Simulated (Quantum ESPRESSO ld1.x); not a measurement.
Species: Os. Configuration: [Xe] 4f14 5d5.75 6s2 7s0.25 (fractional occupations, a model configuration). Method: scalar-relativistic Kohn-Sham, LDA (Slater exchange, Perdew-Wang correlation), spin-polarised, spherical densities, point nucleus; open shells are filled with parallel spins first; computed with ld1.x of Quantum ESPRESSO 7.5. Some entries of the table are withheld. Estimate them.

orbital  occ.  eigenvalue (hartree)  <r> (bohr)
1s up       1              -2712.89     0.01774
1s down     1              -2712.89     0.01774
2s up       1              -472.573     0.07493
2s down     1              -472.564     0.07493
2p up       3              -411.632     0.06730
2p down     3              -411.626     0.06730
3s up       1              -110.004      0.1940
3s down     1              -110.000      0.1940
3p up       3              -92.1153      0.1947
3p down     3              -92.1111      0.1947
3d up       5              -72.1053      0.1763
3d down     5              -72.0992      0.1763
4s up       1              -23.2401      0.4321
4s down     1              -23.2316      0.4321
4p up       3              -17.3709      0.4597
4p down     3              -17.3623      0.4597
4d up       5              -10.0865      0.4894
4d down     5              -10.0762      0.4891
5s up       1              -3.46520       1.007
5s down     1              -3.40006       1.002
4f up       7              -1.98916      0.5578
5p up       3              -1.97237       1.170
4f down     7              -1.97231      0.5551
5p down     3              -1.89210       1.165
5d up       5              -0.32998       1.763
6s up       1              -0.29728       2.837
6s down     1              -0.24955       2.994
5d down  0.75              -0.24414       1.830
6p up       0              -0.09081       4.215
6p down     0              -0.07144       4.621
7s up    0.25              -0.02880         (1)
7s down     0              -0.02370         (2)
6d up       0                   (3)         (4)
6d down     0                   (5)         (6)

Answer. 
(1) 7s up <r> (bohr): 10.34
(2) 7s down <r> (bohr): 11.01
(3) 6d up eigenvalue (hartree): -0.00349
(4) 6d up <r> (bohr): 16.10
(5) 6d down eigenvalue (hartree): -0.00156
(6) 6d down <r> (bohr): 18.03
